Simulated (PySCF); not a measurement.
PySCF job for ReCl4, SMILES [Cl][Re]([Cl])([Cl])[Cl] (connectivity only; charge and spin as stated), neutral, multiplicity 4, PBE-D3(BJ)/def2-SVP. Geometry: PBE-D3(BJ)/def2-SVP. The multiplicity is an assumed one; other spin states were not compared. The def2 effective core potentials stand for the cores of Re; spin–orbit coupling is left out.

```python
import numpy as np
from pyscf import gto, scf, dft, df
from pyscf.hessian import thermo

mol = gto.M(
    atom='''
    Re    0.00000000    0.00000000    0.00000000
    Cl   -1.15155526   -1.15155525   -1.58399363
    Cl   -1.15155526    1.15155525    1.58399363
    Cl    1.15155526   -1.15155526    1.58399362
    Cl    1.15155526    1.15155526   -1.58399362
    ''',
    basis='def2-SVP',
    ecp={'Re': 'def2-svp'},
    charge=0,
    spin=3,
    max_memory=1600,
    verbose=3,
)
mf = dft.UKS(mol, xc='pbe').density_fit(auxbasis='def2-universal-jkfit')
mf.disp = 'd3bj'
mf.grids.level = 3
mf.conv_tol = 1e-11
mf.max_cycle = 100
mf.kernel()
fine, coarse = mf.grids, dft.Grids(mol).set(level=1).build(with_non0tab=True)
for _ in range(3):  # follow internal instabilities
    mf.grids = coarse
    mo, _, stable, _ = mf.stability(return_status=True, nroots=4)
    mf.grids = fine
    if stable:
        break
    mf.kernel(mf.make_rdm1(mo, mf.mo_occ))

# [left out here: the lines that compute and print the analytic Hessian (its translational invariance restored by hand, since the grid's response is missing), thermochemistry and intensities]
```

Output:

```

WARN: HOMO -0.404094270712708 >= LUMO -0.425702733390845

converged SCF energy = -1917.95040459112  <S^2> = 3.7636691  2S+1 = 4.0068287
<class 'pyscf.df.df_jk.DFUKS'> wavefunction is stable in the internal stability analysis

WARN: DFTD3 does not support analytical Hessian, using finite difference


WARN: Mole.unit (angstrom) is changed to Bohr

Mode                                 0                   1                   2
Irrep
Freq [cm^-1]                       54.1469             61.7847             61.7847
Reduced mass [au]                  35.4500             44.4574             44.4574
Force const [Dyne/A]                0.0612              0.1000              0.1000
Char temp [K]                      77.9054             88.8944             88.8945
Normal mode                   x     y     z       x     y     z       x     y     z
       0  Re                -0.00  0.00 -0.00   -0.00  0.04  0.00   -0.04 -0.00 -0.00
       1  Cl                 0.06 -0.06 -0.00    0.03 -0.05  0.04    0.05 -0.03 -0.04
       2  Cl                 0.06  0.06  0.00   -0.03 -0.05  0.04    0.05  0.03  0.04
       3  Cl                -0.06 -0.06 -0.00   -0.03 -0.05 -0.04    0.05  0.03 -0.04
       4  Cl                -0.06  0.06  0.00    0.03 -0.05 -0.04    0.05 -0.03  0.04
Mode                                 3                   4                   5
Irrep
Freq [cm^-1]                      137.4485            151.9521            364.4594
Reduced mass [au]                  35.4500             40.6242             41.5786
Force const [Dyne/A]                0.3946              0.5526              3.2540
Char temp [K]                     197.7578            218.6253            524.3759
Normal mode                   x     y     z       x     y     z       x     y     z
       0  Re                 0.00 -0.00 -0.00    0.00  0.00 -0.03    0.03  0.00 -0.00
       1  Cl                -0.04 -0.04  0.06   -0.05 -0.05  0.04   -0.04 -0.04 -0.05
       2  Cl                -0.04  0.04 -0.06    0.05 -0.05  0.04   -0.04  0.04  0.05
       3  Cl                 0.04 -0.04 -0.06   -0.05  0.05  0.04   -0.04  0.04 -0.05
       4  Cl                 0.04  0.04  0.06    0.05  0.05  0.04   -0.04 -0.04  0.05
Mode                                 6                   7                   8
Irrep
Freq [cm^-1]                      364.4594            379.9700            397.6506
Reduced mass [au]                  41.5786             35.4500             45.6029
Force const [Dyne/A]                3.2540              3.0155              4.2486
Char temp [K]                     524.3759            546.6922            572.1307
Normal mode                   x     y     z       x     y     z       x     y     z
       0  Re                -0.00  0.03 -0.00   -0.00 -0.00 -0.00    0.00  0.00  0.04
       1  Cl                -0.04 -0.04 -0.05    0.04  0.04  0.06   -0.04 -0.04 -0.05
       2  Cl                 0.04 -0.04 -0.05    0.04 -0.04 -0.06    0.04 -0.04 -0.05
       3  Cl                 0.04 -0.04  0.05   -0.04  0.04 -0.06   -0.04  0.04 -0.05
       4  Cl                -0.04 -0.04  0.05   -0.04 -0.04  0.06    0.04  0.04 -0.05
temperature 298.1500 [K]
pressure 101325.00 [Pa]
Rotational constants [GHz] 1.34382 0.92931 0.92931
Symmetry number 4
Zero-point energy (ZPE) 0.00450 [Eh]   11805.087 [J/mol]
                           tot       elec      trans        rot        vib
Entropy [J/mol/K]       403.448     11.526    180.995    114.017     96.910
Cv [J/mol/K]             91.119      0.000     12.472     12.472     66.176
Cp [J/mol/K]             99.433      0.000     20.786     12.472     66.176
Internal energy [J/mol]                      3718.434   3718.434  25154.570
Internal energy [Eh]   -1917.93799  -1917.95040
Enthalpy [J/mol]                             6197.391   3718.434  25154.570
Enthalpy [Eh]          -1917.93705
Gibbs free energy [J/mol]                  -47766.196 -30275.698  -3739.042
Gibbs free energy [Eh] -1917.98286
mode   freq/cm-1   IR/(km/mol)
   1       54.15         0.000
   2       61.78         0.876
   3       61.78         0.876
   4      137.45         0.000
   5      151.95         0.050
   6      364.46        41.596
   7      364.46        41.596
   8      379.97         0.000
   9      397.65        59.678
max |gradient| / (hartree/bohr): 9.629889093878659e-05
APT charges: [ 1.5413 -0.3853 -0.3853 -0.3853 -0.3853]
```

The calculation finished and met its thresholds.
